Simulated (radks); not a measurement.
Task: Species: the lead ion Pb+. Configuration: [Xe] 4f14 5d10 6s1.75 6p1 7p0.25 (fractional occupations, a model configuration). All-electron calculation, Dirac Kohn-Sham, RPBE, spin-unpolarised, spherical densities, finite nucleus; open shells fill j = l - 1/2 first; Fermi nuclear charge, rms radius 5.5012 fm. Program: a radial shooting solver on a logarithmic mesh with Libxc functionals. Some entries of the table are withheld. Estimate them.

orbital,occ.,eigenvalue (hartree),<1/r> (bohr^-1)
1s1/2,2,-3231.327,101.3
2s1/2,2,-577.7667,25.04
2p1/2,2,-555.0685,25.01
2p3/2,4,-474.6202,19.96
3s1/2,2,-138.9234,9.185
3p1/2,2,-128.6296,9.099
3p3/2,4,-110.6800,7.780
3d3/2,4,-93.68444,7.680
3d5/2,6,-89.86418,7.387
4s1/2,2,-31.69945,3.901
4p1/2,2,-27.23384,3.792
4p3/2,4,-22.84112,3.336
4d3/2,4,-15.54895,3.139
4d5/2,6,-14.72888,3.036
5s1/2,2,-5.59712,1.618
4f5/2,6,(1),(2)
4f7/2,8,(3),(4)
5p1/2,2,-4.07384,1.495
5p3/2,4,-3.25469,1.327
5d3/2,4,-1.15386,1.035
5d5/2,6,-1.05847,0.9952
6s1/2,1.75,-0.73396,0.5752
6p1/2,1,-0.43742,0.4626
6p3/2,0,-0.36755,0.4056
7p1/2,0.25,-0.13123,0.1734
7p3/2,0,-0.11983,0.1606

Result: 
(1) 4f5/2 eigenvalue (hartree): -5.29078
(2) 4f5/2 <1/r> (bohr^-1): 2.696
(3) 4f7/2 eigenvalue (hartree): -5.10589
(4) 4f7/2 <1/r> (bohr^-1): 2.656
